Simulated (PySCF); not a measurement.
C₅H₁₄NSi (SMILES C[CH]N([SiH3])C(C)C), doublet, at a GFN2-xTB geometry; CASSCF(7,5)/STO-3G (PySCF).

Here is a job for PySCF.
```python
from pyscf import gto, scf, mcscf
import numpy

mol = gto.M(
    atom='''
C     2.545482   -0.754957   -0.688960
C     1.105818   -1.075279   -0.577337
N     0.192446   -0.185205   -0.053057
Si    0.623208    1.438506    0.383339
C    -1.190614   -0.640323   -0.044280
C    -1.733229   -0.744294    1.380893
C    -2.083514    0.243188   -0.913651
H     3.063813   -0.782396    0.279060
H     3.030103   -1.479724   -1.341280
H     2.692602    0.243954   -1.102959
H     0.792709   -2.102563   -0.657403
H     0.849304    2.304462   -0.790381
H    -0.488003    2.000774    1.148931
H     1.833151    1.400850    1.204273
H    -1.198905   -1.648228   -0.478155
H    -2.717473   -1.206722    1.369785
H    -1.814951    0.237994    1.836188
H    -1.067609   -1.353204    1.987926
H    -1.660670    0.329049   -1.911703
H    -2.173883    1.238471   -0.488081
H    -3.075880   -0.195375   -0.991538
''',
    basis='sto-3g',
    charge=0,
    spin=1,
    verbose=4,
)

mf = scf.ROHF(mol)
mf.kernel()
mc = mcscf.CASSCF(mf, 5, 7)
mc.fix_spin_(ss=0.75)
mc.kernel()
occ = numpy.linalg.eigvalsh(mc.fcisolver.make_rdm1(mc.ci, mc.ncas, mc.nelecas))[::-1]
ss = mc.fcisolver.spin_square(mc.ci, mc.ncas, mc.nelecas)[0]
print('natural occupations', occ.round(4), ' <S^2>', round(ss, 4))
```

The log (banner, timings and long lists left out):

```
PySCF version 2.14.0

[INPUT] verbose = 4
[INPUT] num. atoms = 21
[INPUT] num. electrons = 65
[INPUT] charge = 0
[INPUT] spin (= nelec alpha-beta = 2S) = 1
[INPUT] symmetry False subgroup None
[INPUT] Mole.unit = angstrom
[INPUT] Symbol           X                Y                Z      unit          X                Y                Z       unit  Magmom
[...]
nuclear repulsion = 399.958729081774
number of shells = 37
number of NR pGTOs = 159
number of NR cGTOs = 53
basis = sto-3g
ecp = {}

******** <class 'pyscf.scf.rohf.ROHF'> ********
method = ROHF
initial guess = minao
damping factor = 0
level_shift factor = 0
DIIS = <class 'pyscf.scf.diis.CDIIS'>
diis_start_cycle = 1
diis_space = 8
diis_damp = 0
SCF conv_tol = 1e-09
SCF conv_tol_grad = None
SCF max_cycles = 50
direct_scf = True
direct_scf_tol = 1e-13
num. doubly occ = 32  num. singly occ = 1
Set gradient conv threshold to 3.16228e-05
init E= -535.532932214427
[...]
cycle= 1 E= -534.45276627194  delta_E= 1.08  |g|= 0.329  |ddm|= 3.78
[...]
cycle= 2 E= -534.502528210419  delta_E= -0.0498  |g|= 0.0847  |ddm|= 0.461
[...]
cycle= 3 E= -534.506500194578  delta_E= -0.00397  |g|= 0.0365  |ddm|= 0.139
[...]
cycle= 4 E= -534.507102300986  delta_E= -0.000602  |g|= 0.0058  |ddm|= 0.0473
[...]
cycle= 5 E= -534.507167675952  delta_E= -6.54e-05  |g|= 0.00434  |ddm|= 0.0181
[...]
cycle= 6 E= -534.507179566622  delta_E= -1.19e-05  |g|= 0.000534  |ddm|= 0.00822
[...]
cycle= 7 E= -534.507179884012  delta_E= -3.17e-07  |g|= 8.74e-05  |ddm|= 0.00157
[...]
cycle= 8 E= -534.507179889331  delta_E= -5.32e-09  |g|= 2.16e-05  |ddm|= 0.000189
[...]
cycle= 9 E= -534.507179889729  delta_E= -3.97e-10  |g|= 5.57e-06  |ddm|= 5.37e-05
[...]
Extra cycle  E= -534.507179889753  delta_E= -2.42e-11  |g|= 2.34e-06  |ddm|= 1.12e-05
converged SCF energy = -534.507179889753

******** <class 'pyscf.mcscf.mc1step.CASSCF'> ********
CAS (4e+3e, 5o), ncore = 29, nvir = 19
max_cycle_macro = 50
max_cycle_micro = 4
conv_tol = 1e-07
conv_tol_grad = None
orbital rotation max_stepsize = 0.02
orbital rotation threshold for CI restart = 0.01
augmented hessian ah_max_cycle = 30
augmented hessian ah_conv_tol = 1e-12
augmented hessian ah_linear dependence = 1e-14
augmented hessian ah_level shift = 1e-08
augmented hessian ah_start_tol = 2.5
augmented hessian ah_start_cycle = 3
augmented hessian ah_grad_trust_region = 3
kf_trust_region = 3
kf_interval = 4
ci_response_space = 4
ci_grad_trust_region = 3
with_dep4 0
natorb = False
canonicalization = True
sorting_mo_energy = False
ao2mo_level = 2
internal_rotation = False
******** <class 'pyscf.fci.addons.SpinPenaltyFCISolver'> ********
max. cycles = 50
conv_tol = 1e-08
davidson only = True
linear dependence = 1e-12
level shift = 0.001
max iter space = 12
nroots = 1
pspace_size = 400
spin = None
CASCI E = -534.508736474172  S^2 = 0.7500000
Set conv_tol_grad to 0.000316228
macro iter   1 (  7 JK    2 micro), CASSCF E = -534.509979336357  dE = -1.24286219e-03  S^2 = 0.7500000
               |grad[o]|=0.00394  |grad[c]|=0.00528  |ddm|=0.0137  |maxRot[o]|=0.0683
macro iter   2 (  7 JK    2 micro), CASSCF E = -534.512174763767  dE = -2.19542741e-03  S^2 = 0.7500000
               |grad[o]|=0.00625  |grad[c]|=0.00478  |ddm|=0.0168  |maxRot[o]|=0.0698
macro iter   3 ( 21 JK    4 micro), CASSCF E = -534.518724560400  dE = -6.54979663e-03  S^2 = 0.7500000
               |grad[o]|=0.00884  |grad[c]|=0.0292  |ddm|=0.0733  |maxRot[o]|=0.284
macro iter   4 ( 21 JK    4 micro), CASSCF E = -534.520437953740  dE = -1.71339334e-03  S^2 = 0.7500000
               |grad[o]|=0.0134  |grad[c]|=0.0424  |ddm|=0.0156  |maxRot[o]|=0.254
macro iter   5 ( 21 JK    4 micro), CASSCF E = -534.520642859883  dE = -2.04906143e-04  S^2 = 0.7500000
               |grad[o]|=0.00861  |grad[c]|=0.027  |ddm|=0.00405  |maxRot[o]|=0.238
macro iter   6 ( 21 JK    4 micro), CASSCF E = -534.520789177488  dE = -1.46317605e-04  S^2 = 0.7500000
               |grad[o]|=0.00671  |grad[c]|=0.0118  |ddm|=0.00604  |maxRot[o]|=0.234
macro iter   7 ( 21 JK    4 micro), CASSCF E = -534.520842244338  dE = -5.30668507e-05  S^2 = 0.7500000
               |grad[o]|=0.00453  |grad[c]|=0.00971  |ddm|=0.00385  |maxRot[o]|=0.125
macro iter   8 ( 12 JK    3 micro), CASSCF E = -534.520927293577  dE = -8.50492384e-05  S^2 = 0.7500000
               |grad[o]|=0.00425  |grad[c]|=0.0153  |ddm|=0.00287  |maxRot[o]|= 0.14
macro iter   9 ( 12 JK    3 micro), CASSCF E = -534.520994413133  dE = -6.71195562e-05  S^2 = 0.7500000
               |grad[o]|=0.00344  |grad[c]|=0.0107  |ddm|=0.00276  |maxRot[o]|=0.127
macro iter  10 ( 12 JK    3 micro), CASSCF E = -534.521021280314  dE = -2.68671805e-05  S^2 = 0.7500000
               |grad[o]|=0.00272  |grad[c]|=0.00405  |ddm|=0.000923  |maxRot[o]|=0.0893
macro iter  11 ( 21 JK    4 micro), CASSCF E = -534.521060501350  dE = -3.92210369e-05  S^2 = 0.7500000
               |grad[o]|=0.00214  |grad[c]|=0.000828  |ddm|=0.000397  |maxRot[o]|=0.0731
macro iter  12 ( 21 JK    4 micro), CASSCF E = -534.521070124069  dE = -9.62271827e-06  S^2 = 0.7500000
               |grad[o]|=0.00153  |grad[c]|=0.00307  |ddm|=0.00104  |maxRot[o]|= 0.12
macro iter  13 (  7 JK    2 micro), CASSCF E = -534.521119432029  dE = -4.93079606e-05  S^2 = 0.7500000
               |grad[o]|=0.00163  |grad[c]|=0.00379  |ddm|=0.000682  |maxRot[o]|=0.0699
macro iter  14 (  7 JK    2 micro), CASSCF E = -534.521142279646  dE = -2.28476168e-05  S^2 = 0.7500000
               |grad[o]|=0.000941  |grad[c]|=0.00364  |ddm|=0.00069  |maxRot[o]|=0.0699
macro iter  15 (  9 JK    3 micro), CASSCF E = -534.521136787285  dE =  5.49236142e-06  S^2 = 0.7500000
               |grad[o]|=0.00029  |grad[c]|=0.000253  |ddm|=0.00105  |maxRot[o]|= 0.05
macro iter  16 (  7 JK    2 micro), CASSCF E = -534.521140177936  dE = -3.39065093e-06  S^2 = 0.7500000
               |grad[o]|=0.000316  |grad[c]|=4.48e-05  |ddm|=0.00014  |maxRot[o]|=0.021
macro iter  17 (  7 JK    2 micro), CASSCF E = -534.521143673837  dE = -3.49590164e-06  S^2 = 0.7500000
               |grad[o]|=0.000223  |grad[c]|=7.69e-05  |ddm|=0.000402  |maxRot[o]|=0.0383
macro iter  18 (  3 JK    1 micro), CASSCF E = -534.521144015430  dE = -3.41592568e-07  S^2 = 0.7500000
               |grad[o]|=5.43e-05  |grad[c]|=0.000153  |ddm|=8.52e-05  |maxRot[o]|=0.0148
macro iter  19 (  1 JK    1 micro), CASSCF E = -534.521144015499  dE = -6.93489710e-11  S^2 = 0.7500000
               |grad[o]|=7.25e-06  |grad[c]|=9.79e-06  |ddm|=5.51e-06  |maxRot[o]|=    0
1-step CASSCF converged in  19 macro (238 JK  54 micro) steps
CASSCF canonicalization
Density matrix diagonal elements [1.99944547 1.98491144 1.99686303 1.00239138 0.01638868]
CASSCF energy = -534.521144015499
CASCI E = -534.521144015499  E(CI) = -11.0786641889897  S^2 = 0.7500000
natural occupations [1.9995 1.9973 1.9847 1.0022 0.0163]  <S^2> 0.75
```
